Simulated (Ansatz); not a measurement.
Cost and result up the ladder for the cluster Cu₄Te₂ (6 atoms). Total charge 0; singlet. Geometry: PBE-D4/def2-SVP.

```xyz
6

Cu   -0.095   -0.764    0.925
Cu    1.008    1.342    1.635
Cu    1.446    0.391   -0.482
Cu   -0.780    1.364    0.092
Te    0.525   -1.740   -1.424
Te   -2.103   -0.592   -0.746
```

Ansatz on 4 threads of Arm Neoverse V2 on a shared host. Times are rough, and most runs start from the orbitals of an earlier one. PBE0-D4/def2-TZVP serves as the yardstick here, not as an exact answer. Binding counts from free atoms at the same level (Cu doublet, Te triplet; other spins of the atoms weren't run), without zero-point energy or a counterpoise term.

In the def2 sets Te takes a core potential; there is no spin–orbit coupling. Correlated methods freeze 44 core orbitals; core or outer-core shells of Te are correlated, in sets that lack core-valence functions. No other spin state of charge 0 was run. Another isomer (singlet) lies 0.91 eV lower at PBE0-D4/def2-TZVP; other spin states weren't run for this one.

Correlated methods converge slowly with the basis.

```json
{"level": "PBE-D4/def2-TZVP (with forces)", "functions": "280", "binding energy per atom (eV)": "2.25", "difference from PBE0-D4/def2-TZVP (eV)": "0.23", "remarks": "–"}
{"level": "LDA (SPW92)/def2-TZVP", "functions": "280", "binding energy per atom (eV)": "2.73", "difference from PBE0-D4/def2-TZVP (eV)": "0.71", "remarks": "–"}
{"level": "r2SCAN-D4/def2-TZVP", "functions": "280", "binding energy per atom (eV)": "2.22", "difference from PBE0-D4/def2-TZVP (eV)": "0.20", "remarks": "–"}
{"level": "MP2/def2-TZVP", "functions": "280", "binding energy per atom (eV)": "2.01", "difference from PBE0-D4/def2-TZVP (eV)": "-0.01", "remarks": "test for broken spin undecided"}
{"level": "PBE0-D4/def2-TZVP", "functions": "280", "binding energy per atom (eV)": "2.02", "difference from PBE0-D4/def2-TZVP (eV)": "0.00", "remarks": "–"}
{"level": "PBE-QIDH/def2-TZVP", "functions": "280", "binding energy per atom (eV)": "1.96", "difference from PBE0-D4/def2-TZVP (eV)": "-0.06", "remarks": "test for broken spin undecided"}
```

**Question.** Estimate how long each takes.

**Answer.** LDA (SPW92)/def2-TZVP 5 s; PBE-D4/def2-TZVP (with forces) 11 s; r2SCAN-D4/def2-TZVP 22 s; PBE0-D4/def2-TZVP 23 s; MP2/def2-TZVP 24 s; PBE-QIDH/def2-TZVP 35 s. On shared hardware such times vary by a factor of up to 3.
